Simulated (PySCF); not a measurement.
1-chloro-1-fluorobuta-1,2-diene (C₄H₄ClF), SMILES CC=C=C(F)Cl. Coordinates come from a B3LYP-D3(BJ)/def2-SVP optimisation.

All values below come from B3LYP-D3(BJ)/def2-SVP (PySCF).

Harmonic wavenumbers (cm⁻¹): 104, 131, 163, 248, 366, 455, 517, 561, 666, 827, 920, 1046, 1082, 1111, 1244, 1384, 1434, 1452, 1496, 2092, 3025, 3092, 3098, 3144. Rotational constants (GHz): 5.368, 1.443, 1.209; symmetry number 1.

Question: Work out the zero-point energy and the ideal-gas rigid-rotor harmonic-oscillator thermochemistry at 298.15 K and 1 atm.

Answer: ZPE = ½ Σ hcν = ½ × 29660 cm⁻¹ = 177.40 kJ/mol. H − E(el) = 197.51 kJ/mol. Entropy in J/(mol K): translation 166.97, rotation 116.86, vibration 60.81, total 344.64. G − E(el) = 94.75 kJ/mol. Cp = 100.92 J/(mol K). Modes under 150 cm⁻¹ make the vibrational entropy uncertain.
